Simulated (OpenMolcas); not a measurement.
## Lines of Mn V: computed and rescaled rates

- Program: OpenMolcas
- Method: MS-CASPT2, IPEA 0.25 Eh, imaginary shift 0.1 Eh (closed shells correlated: 3s 3p)
- Basis: ANO-RCC-VTZP [6s5p3d2f1g]
- Scalar Hamiltonian: DKH2, point nucleus
- Active space: 3 electrons in 5 orbitals (3d)
- State averaging: 2S+1 = 4 even, 10 roots; 2S+1 = 2 even, 40 roots
- Spin-orbit coupling: state interaction with AMFI integrals over the reference wave functions, term energies averaged over their components

Rates come from the transition moments of the reference wave functions (E1 and E2 in the length form). At fixed line strength A goes as λ^-3 for E1 and M1 and as λ^-5 for E2, so a rate at the computed wavelength can be rescaled to the measured one. Measured vacuum wavelengths follow from level energies in Corliss and Sugar, J. Phys. Chem. Ref. Data 6, 1253 (1977). Branching counts decays inside the model space alone, at computed energies, and the table is only a selection of the E2 and M1 lines, drawn from those between levels with measured partners whose computed energy lies within a factor of 1.5 of the measured one.

```
               Upper       Lower  Type  λ computed (nm)  λ measured (nm)  A computed (s-1)  A rescaled (s-1)  Branching %
          3d3 4F 5/2  3d3 4F 3/2    M1            26720            27860          2.27e-03          2.00e-03        100.0
          3d3 4F 7/2  3d3 4F 5/2    M1            19730            21000          5.67e-03          4.70e-03        100.0
          3d3 4F 9/2  3d3 4F 7/2    M1            16000            17330          6.60e-03          5.19e-03        100.0
          3d3 2P 1/2  3d3 4P 1/2    M1             1567             1504          1.45e-01                           98.0
          3d3 2H 9/2  3d3 2G 9/2    M1             1457             1521          8.77e-02                           63.2
         3d3 2H 11/2  3d3 2G 9/2    M1             1378             1442          4.70e-02                           97.5
          3d3 2H 9/2  3d3 2G 7/2    M1             1353             1412          4.85e-02                           35.0
          3d3 4P 5/2  3d3 4F 9/2    E2            615.3            639.5          5.42e-02          4.47e-02         64.8
          3d3 4P 3/2  3d3 4F 7/2    E2            608.9            634.5          4.05e-02          3.30e-02         46.2
          3d3 4P 1/2  3d3 4F 5/2    E2            595.7            622.1          3.54e-02          2.85e-02         37.2
          3d3 4P 5/2  3d3 4F 7/2    E2            592.5            616.8          2.10e-02          1.72e-02         25.1
          3d3 4P 3/2  3d3 4F 5/2    E2            590.6            615.9          3.37e-02          2.73e-02         38.5
          3d3 2G 9/2  3d3 4F 9/2    M1            583.8            588.7          2.54e-01                           70.9
          3d3 4P 1/2  3d3 4F 3/2    E2            582.7            608.5          5.96e-02          4.80e-02         62.7
          3d3 2G 7/2  3d3 4F 7/2    M1            580.4            586.3          1.03e-01                           50.6
          3d3 2G 7/2  3d3 4F 5/2    M1            563.8            570.3          9.41e-02                           46.3
          3d3 2G 9/2  3d3 4F 7/2    M1            563.3            569.4          1.02e-01                           28.6
   3d3 2P 3/2 [67 %]  3d3 4F 5/2    M1            433.3            443.3          1.69e-01                           37.5
   3d3 2P 3/2 [67 %]  3d3 4F 3/2    M1            426.4            436.3          1.05e-01                           23.3
          3d3 2F 5/2  3d3 2G 7/2    E2            425.3            438.3          1.45e-01          1.25e-01         31.1
       3d3 2D 5/2(1)  3d3 4F 7/2    M1            409.1            420.3          4.64e-01                           77.9
3d3 2D 3/2(1) [68 %]  3d3 4F 5/2    M1            401.7            411.3          3.70e-01                           53.7
3d3 2D 3/2(1) [68 %]  3d3 4F 3/2    M1            395.7            405.3          2.05e-01                           29.8
       3d3 2D 5/2(2)  3d3 2G 9/2    E2              216            226.2          1.08e+01          8.57e+00         61.5
       3d3 2D 3/2(2)  3d3 2G 7/2    E2            212.3            222.4          1.24e+01          9.83e+00         68.7
```

Spin-changing lines and M1 lines between different terms are not rescaled, since their strength hangs on the term gaps too.

The largest correction is for 3d3 4F 9/2 → 3d3 4F 7/2 (M1): 6.60e-03 × (16000 / 17330)^3 = 5.19e-03 s-1, a factor of 0.79.

The computed rate and branching of 3d3 4F 5/2 → 3d3 4F 3/2 give the upper level a radiative lifetime of 1.000 / 2.27e-03 s-1 = 4.41e+02 s, counting decays inside the model space alone. The rescaled rate gives about 5.0e+02 s.

The computed order of these levels differs from the measured one in 1 place, and where term gaps are wrong the rates of spin-changing lines can be off by large factors.

These are rates of the free ion; in crystals, glasses and complexes forced electric-dipole and non-radiative decay shorten such lifetimes by orders of magnitude. No measured rate stands beside these. Rescaling mends the energy factor alone: line strengths can still be far off where a level mixes with configurations outside the active space, and weak or spin-changing lines hang on small mixing coefficients that depend on the term gaps too, so rescaling need not improve them.

CASPT2 breaks the degeneracy within a term, and the mean is taken; among the terms shown or strongly mixed into the levels shown the widest spread is 860 cm-1 (3d3 4F). Computed and measured levels are paired by configuration, term and J; levels that our copy of the source lacks, or whose pairing is in doubt (as where it misses far off the trend of its configuration), stay unpaired. Levels of configurations outside the active space are missing.

A share in square brackets marks a mixed level and gives the weight of the term that names it. A number in round brackets counts repeated terms of one configuration in the order of the reference energies.
